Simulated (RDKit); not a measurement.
RDKit input (UFF):

```python
from rdkit import Chem
from rdkit.Chem import AllChem, rdDetermineBonds

mol = Chem.MolFromXYZFile('mol.xyz')
rdDetermineBonds.DetermineBonds(mol, charge=1)
print('SMILES', Chem.MolToSmiles(Chem.RemoveHs(mol)))
ff = AllChem.UFFGetMoleculeForceField(mol)
e0 = ff.CalcEnergy()
flag = ff.Minimize(maxIts=5000, forceTol=1e-5)
print(f'energy {e0:.4f} -> {ff.CalcEnergy():.4f} kcal/mol, converged: {flag == 0}')
print(Chem.MolToXYZBlock(mol))
```
mol.xyz:
```
3

N     -0.00000000    -0.00000000    -0.90472069
P      0.00000000     0.00000000     0.55016401
H     -0.00000000    -0.00000000    -1.91941528
```

Output:

```
[20:57:34] UFFTYPER: Warning: hybridization set to SP3 for atom 1
SMILES [NH+]#P
energy 1.2378 -> 0.0000 kcal/mol, converged: True
3

N      0.000000    0.000000   -0.922517
P      0.000000    0.000000    0.571638
H      0.000000    0.000000   -1.923093
```

The dipole moment of an ion depends on the origin.

The geometry given is a B3LYP-D3(BJ)/def2-TZVP minimum.
